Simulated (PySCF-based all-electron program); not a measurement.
# Distorting HfH₄, singlet

Calculated with an in-house all-electron program built on PySCF, in large uncontracted Gaussian sets near the basis limit; Koelling–Harmon scalar relativity, no spin–orbit coupling, spin-restricted. Forces are good to about 0.009 eV/Å. Atoms are numbered as listed.

Shape A:

```xyz
5

Hf    0.0000    0.0000    0.0000
H     1.0600    1.0600    1.0600
H    -1.0600   -1.0600    1.0600
H    -1.0600    1.0600   -1.0600
H     1.0600   -1.0600   -1.0600
```

PBE forces:

```
atom      Fx      Fy  Fz (eV/Å)
 Hf1   0.000   0.000      0.000
  H2  -0.002  -0.002     -0.002
  H3   0.002   0.002     -0.002
  H4   0.002  -0.002      0.002
  H5  -0.002   0.002      0.002
```

Q: What forces does LDA give in shape A?

A: The forces move by 0.116 eV/Å (r.m.s. over the atoms) from PBE.

```
atom      Fx      Fy  Fz (eV/Å)
 Hf1   0.000   0.000      0.000
  H2  -0.077  -0.077     -0.077
  H3   0.077   0.077     -0.077
  H4   0.077  -0.077      0.077
  H5  -0.077   0.077      0.077
```

Q: What forces does PBEsol give in shape A?

A: The forces move by 0.052 eV/Å (r.m.s. over the atoms) from PBE.

```json
{"atom": "Hf1", "Fx": "0.000", "Fy": "0.000", "Fz (eV/Å)": "0.000"}
{"atom": "H2", "Fx": "-0.035", "Fy": "-0.035", "Fz (eV/Å)": "-0.035"}
{"atom": "H3", "Fx": "0.035", "Fy": "0.035", "Fz (eV/Å)": "-0.035"}
{"atom": "H4", "Fx": "0.035", "Fy": "-0.035", "Fz (eV/Å)": "0.035"}
{"atom": "H5", "Fx": "-0.035", "Fy": "0.035", "Fz (eV/Å)": "0.035"}
```

Q: What forces does HSE06 give in shape A?

A: The forces move by 0.053 eV/Å (r.m.s. over the atoms) from PBE.

| atom | Fx | Fy | Fz (eV/Å) |
| --- | --- | --- | --- |
| Hf1 | 0.000 | 0.000 | 0.000 |
| H2 | -0.036 | -0.036 | -0.036 |
| H3 | 0.036 | 0.036 | -0.036 |
| H4 | 0.036 | -0.036 | 0.036 |
| H5 | -0.036 | 0.036 | 0.036 |

Shape B:

| atom | x (Å) | y (Å) | z (Å) |
| --- | --- | --- | --- |
| Hf | 0.0000 | 0.0000 | 0.0000 |
| H | 1.0623 | 1.0623 | 1.0623 |
| H | 1.0623 | -1.0623 | -1.0623 |
| H | -1.0623 | 1.0623 | -1.0623 |
| H | -1.0623 | -1.0623 | 1.0623 |

Q: What forces does PBE give in shape B?

A: 

```tsv
atom	Fx	Fy	Fz (eV/Å)
Hf1	0.001	0.001	0.001
H2	-0.028	-0.028	-0.028
H3	-0.027	0.027	0.027
H4	0.027	-0.027	0.027
H5	0.027	0.027	-0.027
```

Shape C:

| atom | x (Å) | y (Å) | z (Å) |
| --- | --- | --- | --- |
| Hf | 0.0000 | 0.0000 | 0.0000 |
| H | 0.9540 | 0.9540 | 0.9540 |
| H | -1.0600 | -1.0600 | 1.0600 |
| H | -1.0600 | 1.0600 | -1.0600 |
| H | 1.0600 | -1.0600 | -1.0600 |

Against shape A, Hf1–H2 goes from 1.836 to 1.652 Å.

PBE forces:

| atom | Fx | Fy | Fz (eV/Å) |
| --- | --- | --- | --- |
| Hf1 | -1.623 | -1.623 | -1.623 |
| H2 | 1.581 | 1.581 | 1.581 |
| H3 | -0.002 | -0.002 | 0.047 |
| H4 | -0.002 | 0.047 | -0.002 |
| H5 | 0.047 | -0.002 | -0.002 |

Q: What forces does LDA give in shape C?

A: The forces move by 0.138 eV/Å (r.m.s. over the atoms) from PBE.

```tsv
atom	Fx	Fy	Fz (eV/Å)
Hf1	-1.590	-1.590	-1.590
H2	1.473	1.473	1.473
H3	0.076	0.076	-0.035
H4	0.076	-0.035	0.076
H5	-0.035	0.076	0.076
```

Q: What forces does PBEsol give in shape C?

A: The forces move by 0.064 eV/Å (r.m.s. over the atoms) from PBE.

```tsv
atom	Fx	Fy	Fz (eV/Å)
Hf1	-1.603	-1.603	-1.603
H2	1.529	1.529	1.529
H3	0.032	0.032	0.010
H4	0.032	0.010	0.032
H5	0.010	0.032	0.032
```

Q: What forces does HSE06 give in shape C?

A: The forces move by 0.051 eV/Å (r.m.s. over the atoms) from PBE.

| atom | Fx | Fy | Fz (eV/Å) |
| --- | --- | --- | --- |
| Hf1 | -1.663 | -1.663 | -1.663 |
| H2 | 1.580 | 1.580 | 1.580 |
| H3 | 0.031 | 0.031 | 0.021 |
| H4 | 0.031 | 0.021 | 0.031 |
| H5 | 0.021 | 0.031 | 0.031 |
